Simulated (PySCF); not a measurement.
H3O4Ta, multiplicity 1. Atoms are numbered in the order given.

```xyz
8

Ta     0.0000     0.0000    -0.0110
O      0.0000     0.0000    -1.7461
O      1.5756     0.9097     0.5968
H      2.3148     1.3364     0.1498
O      0.0000    -1.8194     0.5968
H      0.0000    -2.6729     0.1498
O     -1.5756     0.9097     0.5968
H     -2.3148     1.3364     0.1498
```

Geometry optimised at B3LYP-D3(BJ)/def2-SVP. The multiplicity is an assumed one; other spin states were not compared. The def2 effective core potentials stand for the cores of Ta; spin–orbit coupling is left out. One conformer was computed; it need not be the lowest.

All values below come from TDDFT-PBE/def2-SVPD run with PySCF.

Vertical excitations; the highest root listed may be one member of a degenerate set. The molecule is in vacuum. State labels are in the subgroup Cs.

Computed lowest excited states:
```csv
state,symmetry,energy (eV),λ (nm),f,main pairs
S1,A",6.54,190,0.000,"HOMO→LUMO+1 49 %, HOMO−1→LUMO 49 %"
S2,A",6.61,188,0.000,"HOMO−2→LUMO, HOMO−1→LUMO, HOMO→LUMO+1 (degenerate set)"
S3,A',6.61,188,0.000,"HOMO−2→LUMO+1, HOMO→LUMO, HOMO−1→LUMO+1 (degenerate set)"
S4,A",6.64,187,0.003,HOMO−1→LUMO+2 (degenerate set)
S5,A',6.64,187,0.003,HOMO→LUMO+2 (degenerate set)
S6,A",6.67,186,0.000,HOMO−2→LUMO+2 99 %
S7,A',6.69,185,0.001,HOMO−3→LUMO+2 (degenerate set)
S8,A',6.69,185,0.000,HOMO−3→LUMO (degenerate set)
S9,A",6.69,185,0.000,HOMO−3→LUMO+1 (degenerate set)
S10,A",6.73,184,0.010,"HOMO→LUMO+1 25 %, HOMO−1→LUMO 25 %, HOMO−2→LUMO 13 %, HOMO−5→LUMO 13 %"
T1,A',5.95,208,0,"HOMO→LUMO 41 %, HOMO−1→LUMO+1 40 %"
T2,A',6.19,200,0,"HOMO−1→LUMO+1, HOMO→LUMO (degenerate set)"
T3,A",6.19,200,0,"HOMO−1→LUMO, HOMO→LUMO+1 (degenerate set)"
T4,A',6.33,196,0,"HOMO−2→LUMO+1 54 %, HOMO−3→LUMO 29 %"
```
Triplets are in the Tamm–Dancoff approximation, which puts them higher than full response would, so one can lie above its singlet here.
